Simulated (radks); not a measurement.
Sm I, 62 electrons, occupied as [Xe] 4f6 6s2. All-electron calculation, scalar-relativistic Kohn-Sham, PBE, spin-polarised, spherical densities, finite nucleus; open shells are filled with parallel spins first (spin-orbit coupling, left out, can overturn this in heavy ions); Fermi nuclear charge, rms radius 5.0819 fm; hard spherical wall at 6 bohr. Program: a radial shooting solver on a logarithmic mesh with Libxc functionals.

Normalised radial functions P(r) = r R(r), r in bohr:

| r | 6s up | 5d up |
|---|---|---|
| 0.00218 | 0.0275 | 0.0000 |
| 0.003332 | 0.0370 | 0.0000 |
| 0.005091 | 0.0475 | 0.0001 |
| 0.00778 | 0.0562 | 0.0005 |
| 0.01189 | 0.0572 | 0.0015 |
| 0.01817 | 0.0413 | 0.0045 |
| 0.02776 | 0.0000 | 0.0128 |
| 0.04242 | -0.0596 | 0.0333 |
| 0.06481 | -0.0929 | 0.0753 |
| 0.09904 | -0.0313 | 0.1362 |
| 0.1513 | 0.1033 | 0.1683 |
| 0.2313 | 0.1018 | 0.0753 |
| 0.3534 | -0.1219 | -0.1494 |
| 0.54 | -0.1550 | -0.2576 |
| 0.8251 | 0.1901 | -0.0119 |
| 1.261 | 0.2834 | 0.4010 |
| 1.942 | -0.1911 | 0.6277 |
| 2.968 | -0.6327 | 0.5664 |
| 4.535 | -0.4711 | 0.2962 |

6s up: eigenvalue -0.664 eV, 5 radial nodes at r = 0.0278, 0.110, 0.287, 0.669, 1.69 bohr, <r> = 3.40 bohr, 90 % of the charge inside 4.60 bohr. 5d up (empty): eigenvalue 0.557 eV, 2 radial nodes at r = 0.270, 0.836 bohr, <r> = 2.66 bohr, 90 % of the charge inside 4.06 bohr.
